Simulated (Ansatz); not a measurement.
Geometry optimisation, RKS PBE-D4/def2-SVP (Ansatz).

The input (input.yaml):

```yaml
crystal:
  periodic: [false, false, false]
  atoms:
    - { symbol: C, position_ang: [0.67412, 0.95503, -0.41591] }
    - { symbol: "N", position_ang: [0.39421, -0.12886, 0.18204] }
    - { symbol: B, position_ang: [-0.95335, -0.80558, 0.25552] }
    - { symbol: F, position_ang: [-0.93374, -1.90003, 0.91688] }
    - { symbol: H, position_ang: [1.68191, 1.36551, -0.42198] }
    - { symbol: H, position_ang: [-0.10326, 1.50234, -0.94356] }
    - { symbol: H, position_ang: [1.1462, -0.62959, 0.67128] }
    - { symbol: H, position_ang: [-1.90609, -0.3588, -0.24427] }
total_charge: 1
basis:
  gaussian: { orbitals: def2-SVP }
hamiltonian:
  xc: pbe
  dispersion: d4
relax:
  f_tol: 0.015
  max_steps: 40
```

Launched with:

```bash
$ ansatz run input.yaml --threads 1 --pin off --max-ram 2048MiB --backend cpu --events-out ev --progress --plain --runs-dir out
```

**Question.** Where does it end, and by what steps?

**Answer.** The run converged. Limits of this set-up: the dipole of an ion depends on the origin. After 6 steps the energy has fallen by 0.086 eV; H8 moved furthest, 0.09 Å.

| step | energy less start (eV) | largest force component (eV/Å) | accepted |
| --- | --- | --- | --- |
| 0 | 0.0000 | 1.017 | yes |
| 1 | -0.0724 | 0.291 | yes |
| 2 | -0.0814 | 0.210 | yes |
| 3 | -0.0827 | 0.210 | yes |
| 4 | -0.0855 | 0.096 | yes |
| 5 | -0.0859 | 0.060 | yes |
| 6 | -0.0859 | 0.003 | yes |

```xyz
8
Properties=species:S:1:pos:R:3
C 0.663 0.955 -0.418
N 0.424 -0.156 0.200
B -0.953 -0.819 0.264
F -0.984 -1.930 0.931
H 1.680 1.388 -0.431
H -0.166 1.472 -0.937
H 1.215 -0.625 0.680
H -1.880 -0.284 -0.289
```

Whether the end is a true minimum wasn't checked by a vibrational analysis.

Run time: 11 s on 1 thread of Intel(R) Xeon(R) Platinum 8488C (Sapphire Rapids), on a shared host, peak memory 0.16 GiB.
